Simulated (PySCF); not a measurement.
## Structure from 2D NMR

Compound of formula C5H10O2. Correlations simulated from computed shifts and the bond graph:

HSQC (one-bond C–H):
| δH | δC |
| --- | --- |
| 3.86 | 53.2 |
| 2.32 | 40.3 |
| 1.74 | 24.5 |
| 0.92 | 15.8 |

COSY cross peaks (H two or three bonds apart, from the bond graph; peaks can be absent where the dihedral angle is near 90°):
| δH | δH |
| --- | --- |
| 2.32 | 1.74 |
| 1.74 | 0.92 |

HMBC (two and three bonds, from the bond graph):
| δH | δC |
| --- | --- |
| 3.86 | 181.2 |
| 2.32 | 181.2, 24.5, 15.8 |
| 1.74 | 181.2, 40.3, 15.8 |
| 0.92 | 40.3, 24.5 |

Carbons without hydrogens: δ 181.2.

[PySCF 2.14: GFN2-xTB geometry; σ from GIAO-PBE0/pcSseg-1; averaged over atoms made equivalent by symmetry, fast rotation or ring inversion; no relativistic terms; one computed conformer; in vacuum]

Referencing at the same level of theory: ¹H (σ = 31.72 ppm) and ¹³C (σ = 186.93 ppm) against TMS.

Exchangeable hydrogens are left out of these lists.

Task: Which molecule is this?

Result: SMILES C(CCC)(=O)OC.

Atom-mapped SMILES (the numbers label the heavy atoms): `[CH3:1][CH2:2][CH2:3][C:4](=[O:5])[O:6][CH3:7]`. Hydrogens are named by the atom that carries them.

- δC 181.2 is C4, an ester carbonyl carbon.
- δC 53.2 is C7, a methyl carbon bonded to O (δH 3.86).
- δC 40.3 is C3, an sp3 CH2 α to a carbonyl (δH 2.32).
- δC 24.5 is C2, an sp3 CH2 (δH 1.74).
- δC 15.8 is C1, a methyl carbon (δH 0.92).
- HMBC from δH 3.86 reaches the proton-free carbon C4.
- HMBC from δH 2.32 reaches the proton-free carbon C4.
- HMBC from δH 1.74 reaches the proton-free carbon C4.
- COSY links 2.32–1.74, 1.74–0.92.

The data come from this structure; uniqueness wasn't tested.

Shifts are as computed. Against solution values, carbons near 30 ppm lie about +3 ppm off and those near 130 ppm about +5 ppm. Of 1211 compounds with measured shifts, 218 miss one by over three times the rms of a fit or turn the order of signals round; such compounds aren't used in these exercises.
